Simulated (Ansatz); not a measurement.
Start from `S[SiH2][SiH2]CCl` and change one atom or group to get `F[SiH2][SiH2]S`.

Ansatz, PBE0-D4/def2-TZVP geometries, multiplicity 1. Each molecule was computed in one conformer, which needn't be the lowest.

```
                                        property  `S[SiH2][SiH2]CCl`
           HOMO energy (ωB97M-V/def2-TZVPP) / eV               -9.41
size of the dipole moment (B3LYP/def2-TZVPP) / D                1.26
              LUMO energy (PBE0/def2-TZVPP) / eV               -0.89
              HOMO energy (PBE0/def2-TZVPP) / eV               -7.33
               LUMO energy (PBE/def2-TZVPP) / eV               -1.73
             LUMO energy (B3LYP/def2-TZVPP) / eV               -1.06
```

**Question.** What does the change do to each property? (An estimate is asked.)

**Answer.** Ansatz gave: 
```tsv
property	`F[SiH2][SiH2]S`	shift
HOMO energy (ωB97M-V/def2-TZVPP) / eV	-9.54	-0.13
size of the dipole moment (B3LYP/def2-TZVPP) / D	1.18	-0.08
LUMO energy (PBE0/def2-TZVPP) / eV	-1.02	-0.13
HOMO energy (PBE0/def2-TZVPP) / eV	-7.43	-0.10
LUMO energy (PBE/def2-TZVPP) / eV	-1.86	-0.13
LUMO energy (B3LYP/def2-TZVPP) / eV	-1.19	-0.13
```

Dipoles are sizes alone; their direction can turn.

B3LYP here is the variant with VWN-RPA as its local correlation; programs differ in this.
